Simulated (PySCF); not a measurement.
Electric field gradients and quadrupole coupling constants

Compound: CH₈NPSi.
Numbering: `[CH3:1][NH:2][SiH2:3][PH2:4]` (hydrogens: H5, H6, H7 on C1; H8 on N2; H9, H10 on Si3; H11, H12 on P4)

Geometry (PBE0-D3(BJ)/def2-SVP, Å), atoms numbered from 1 in this order:
```
atom  x, y, z in Å
C1    -1.9422    0.3562   -0.3179
N2    -0.6841    0.0276    0.3075
Si3    0.7494   -0.4291   -0.5433
P4     2.4272   -0.2780    0.9670
H5    -1.7610    0.8175   -1.3019
H6    -2.6050   -0.5152   -0.4858
H7    -2.5057    1.0927    0.2794
H8    -0.7651   -0.2727    1.2731
H9     0.8754    0.4810   -1.7246
H10    0.8006   -1.8374   -1.0709
H11    2.6810    1.1064    0.7236
H12    3.4255   -0.7312    0.0502
```

Field gradients from the PBE0/pcSseg-1 density (PySCF, non-relativistic), principal values in atomic units, ordered |Vxx| ≤ |Vyy| ≤ |Vzz|:

| atom | Vxx | Vyy | Vzz |
| --- | --- | --- | --- |
| N2 | 0.3649 | 0.7250 | -1.0899 |

Question: Find the asymmetry η = (Vxx − Vyy)/Vzz and the couplings χ = eQV/h (234.96 MHz × Q in barn × V in au), with Q(14N) = 0.02044 b.

Answer: 
```csv
atom,environment,nucleus,η,χzz (MHz),χxx (MHz),χyy (MHz)
N2,silicon-bound nitrogen,14N,0.33,-5.23,1.75,3.48
```

Question: What is Vzz at N2 in SI units (1 au = 9.71736 × 10²¹ V/m²)?

Answer: -1.0899 au = -10.591 × 10²¹ V/m².

Question: And the gradient at the other heavy atoms, for which no coupling is worked out here?

Answer: 
```csv
atom,environment,Vzz (au),η
C1,N-methyl carbon,0.239,0.06
Si3,SiH2 silicon,0.215,0.96
P4,three-coordinate phosphorus,-0.982,0.48
```

Question: What couplings would deuterons (Q(2H) = 0.00286 b) have in place of the hydrogens, at this geometry?

Answer: 
```json
{"atom": "H5", "bonded to": "C1", "bond length (Å)": "1.102", "Vzz (au)": "0.2838", "η": "0.08", "χzz (kHz)": "191"}
{"atom": "H6", "bonded to": "C1", "bond length (Å)": "1.108", "Vzz (au)": "0.2756", "η": "0.05", "χzz (kHz)": "185"}
{"atom": "H7", "bonded to": "C1", "bond length (Å)": "1.103", "Vzz (au)": "0.2837", "η": "0.06", "χzz (kHz)": "191"}
{"atom": "H8", "bonded to": "N2", "bond length (Å)": "1.014", "Vzz (au)": "0.4043", "η": "0.20", "χzz (kHz)": "272"}
{"atom": "H9", "bonded to": "Si3", "bond length (Å)": "1.497", "Vzz (au)": "0.1376", "η": "0.04", "χzz (kHz)": "92"}
{"atom": "H10", "bonded to": "Si3", "bond length (Å)": "1.505", "Vzz (au)": "0.1311", "η": "0.02", "χzz (kHz)": "88"}
{"atom": "H11", "bonded to": "P4", "bond length (Å)": "1.428", "Vzz (au)": "0.1709", "η": "0.08", "χzz (kHz)": "115"}
{"atom": "H12", "bonded to": "P4", "bond length (Å)": "1.429", "Vzz (au)": "0.1702", "η": "0.08", "χzz (kHz)": "114"}
```

Isolated species at its PBE0-D3(BJ)/def2-SVP geometry (one conformer only). With a basis this small, the couplings can be 20 % off.

The run behind these numbers computed NMR shieldings as well. Time: 7.2 s. Hardware: one thread, Arm Neoverse V2, on a shared host.
